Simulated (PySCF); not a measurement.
**Computed properties of C5ClO5Re, SMILES [O+]#[C-]->[Re]([Cl])(<-[C-]#[O+])(<-[C-]#[O+])(<-[C-]#[O+])<-[C-]#[O+], multiplicity 1**

C5ClO5Re, SMILES [C-](#[O+])->[Re](<-[C-]#[O+])(<-[C-]#[O+])(<-[C-]#[O+])([Cl])<-[C-]#[O+], multiplicity 1. Geometry: PBE0-D3(BJ)/def2-SVP. The spin state was assumed, not searched. The isomer is the one that the SMILES or the coordinates give; other isomers of the formula were not compared. The def2 effective core potentials stand for the cores of Re; spin–orbit coupling is left out. One conformer was computed; it need not be the lowest. All values are computed for the isolated molecule unless a solvent is named; none is compared with measurement here.

**Structure.** The optimised structure has C4v symmetry. All 30 harmonic modes at PBE0-D3(BJ)/def2-SVP (PySCF) are real, so it is a minimum. With heavy atoms numbered as in [Re:1](<-[C-:3]#[O+:2])(<-[C-:5]#[O+:4])(<-[C-:7]#[O+:6])(<-[C-:9]#[O+:8])(<-[C-:11]#[O+:10])[Cl:12], the shortest bond between them is O2–C3 at 1.136 Å and the longest Re1–Cl12 at 2.482 Å.

**Vibrations.** The strongest infrared lines (harmonic, unscaled, degenerate partners summed) lie at 2175 cm⁻¹ (3298 km/mol, C 57 %, O 43 %), 2123 cm⁻¹ (997 km/mol, C 60 %, O 40 %), 621 cm⁻¹ (149 km/mol, C 83 %, O 10 %). The softest mode is at 54 cm⁻¹ and the zero-point energy is 27.8 kcal/mol.

**Electronic structure.** CAM-B3LYP/def2-SVP (PySCF) places the frontier levels at -8.19 and -1.32 eV, a gap of 6.87 eV, and gives a dipole moment of 2.93 D and a mean polarisability of 112.2 bohr³.

**Excitations.** TDDFT-CAM-B3LYP/def2-SVP (PySCF) has S1 at 3.64 eV (341 nm, f = 0.017, weak); the most intense of the 10 singlets computed lies at 3.64 eV (f = 0.02). Strengths of degenerate partners are summed. T1 (TDA) is at 3.35 eV. No vertical singlet excitation falls in the visible range (under 3.1 eV).
